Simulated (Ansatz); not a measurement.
Loss of HF: C4H5F3 → C4H4F2 + HF

Gas-phase species: C4H5F3 `FC1CCC1(F)F`, singlet; C4H4F2 `FC1(F)C=CC1`, singlet; HF (hydrogen fluoride), singlet. This is a balance of energies; it says nothing on the path, which may need atoms to shift.

Shapes, held fixed at every level: PBE0-D4/def2-TZVP. Programs: Ansatz 0.2.0. The zero-point and thermal change to 298 K, harmonic and unscaled (PBE0-D4/def2-TZVP), is -11.9 kJ/mol.

```json
{"level": "SPW92/def2-TZVPP", "kind": "LDA", "ΔH(298 K) (kJ/mol)": "+104.1", "less CCSD(T)/CBS estimate": "+49.8"}
{"level": "PBE-D4/def2-TZVPP", "kind": "GGA", "ΔH(298 K) (kJ/mol)": "+70.0", "less CCSD(T)/CBS estimate": "+15.7"}
{"level": "B3LYP-D4/def2-TZVPP", "kind": "global hybrid", "ΔH(298 K) (kJ/mol)": "+64.1", "less CCSD(T)/CBS estimate": "+9.8"}
{"level": "r2SCAN0-D4/def2-TZVPP", "kind": "global hybrid", "ΔH(298 K) (kJ/mol)": "+81.1", "less CCSD(T)/CBS estimate": "+26.8"}
{"level": "wB97X-V/def2-TZVPP", "kind": "range-separated hybrid", "ΔH(298 K) (kJ/mol)": "+84.7", "less CCSD(T)/CBS estimate": "+30.4"}
{"level": "CCSD(T)/def2-SVP", "kind": "coupled cluster or CI", "ΔH(298 K) (kJ/mol)": "+79.4", "less CCSD(T)/CBS estimate": "+25.1"}
{"level": "CCSD(T)/def2-TZVPP", "kind": "coupled cluster or CI", "ΔH(298 K) (kJ/mol)": "+60.3", "less CCSD(T)/CBS estimate": "+6.0"}
{"level": "CCSD(T)/CBS estimate", "kind": "coupled cluster or CI", "ΔH(298 K) (kJ/mol)": "+54.3", "less CCSD(T)/CBS estimate": "0.0"}
```

The highest level, CCSD(T)/CBS estimate, gives ΔH(298 K) = +54.3 kJ/mol; the levels span +54.3 to +104.1. The column of differences is taken from that level and isn't an error. No measured value is set beside it here. The CBS estimate extrapolates MP2 from def2-TZVPP and def2-QZVPP and adds CCSD(T) − MP2 in the triple-zeta set, cores frozen. CCSD(T)/CBS estimate lies outside the range of the other correlated levels here, so it shouldn't be taken on trust.
